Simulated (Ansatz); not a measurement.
Ge3O10H8⁻. The state is a doublet with charge -1. Geometry PBE-D4/def2-SVP, that of the neutral singlet; atoms count from 1.

```xyz
21

Ge    1.582   -1.643   -0.681
Ge   -0.750    2.438   -0.213
Ge   -1.254   -1.346    1.326
O     0.662    1.525    0.595
O     0.188   -0.564    2.046
O     2.172   -2.035    0.924
O     1.704    0.004   -1.278
O     0.768    3.090    0.606
O    -0.350   -1.793   -0.530
O    -2.304   -0.043    0.474
O    -1.975   -2.751    1.805
O    -1.676    0.545   -0.710
O    -0.629    2.726   -1.958
H    -0.715   -2.688   -0.708
H     0.266    3.070   -2.154
H     1.530    0.685   -0.555
H     2.009   -2.666   -1.739
H     0.328    0.389    1.747
H    -2.048    2.771    0.518
H     1.631   -1.509    1.581
H    -1.138   -0.205   -1.096
```

The structure holds 2 bonds between oxygen atoms, so isomers without such links may lie far lower. The highest occupied level of the charge -1 doublet lies above zero (up to 1.41 eV). By energy differences its removal costs 0.21 eV (vertical, to the charge 0 singlet, at PBE0-D4/def2-SVP); self-interaction error and the lack of diffuse functions both raise the level. The structure comes from a short search, and lower isomers may exist.

**Question.** Estimate the Mulliken populations from the PBE0/def2-SVP orbitals of Ansatz.

**Answer.** 
```
atom  charge (e)  spin (α − β)
 Ge1        0.83          0.06
 Ge2        0.90          0.05
 Ge3        0.73          0.30
  O4       -0.50          0.07
  O5       -0.53          0.02
  O6       -0.47          0.00
  O7       -0.49          0.01
  O8       -0.42          0.13
  O9       -0.51         -0.01
 O10       -0.38          0.09
 O11       -0.59          0.06
 O12       -0.26          0.11
 O13       -0.45          0.00
 H14        0.19          0.05
 H15        0.19          0.01
 H16        0.25          0.01
 H17       -0.08          0.02
 H18        0.22          0.02
 H19       -0.06          0.00
 H20        0.22          0.02
 H21        0.23         -0.01
```
Mulliken values and Mayer orders depend strongly on the basis.

**Question.** Where does the spin sit?

**Answer.** Summed by element: Ge 0.40, O 0.49, H 0.11, of 1 unpaired in all. Largest on single atoms: Ge3 0.30, O8 0.13, O12 0.11.

**Question.** And the Mayer bond orders between bonded heavy atoms (over 0.3)?

**Answer.** Ge1–O6 1.15 (1.76 Å); Ge1–O7 1.16 (1.76 Å); Ge1–O9 0.59 (1.94 Å); Ge2–O4 0.70 (1.86 Å); Ge2–O8 0.88 (1.84 Å); Ge2–O12 0.38 (2.17 Å); Ge2–O13 1.04 (1.77 Å); Ge3–O5 0.85 (1.79 Å); Ge3–O9 0.32 (2.11 Å); Ge3–O10 0.76 (1.88 Å); Ge3–O11 1.86 (1.65 Å); O4–O8 0.69 (1.57 Å); O10–O12 0.71 (1.46 Å).
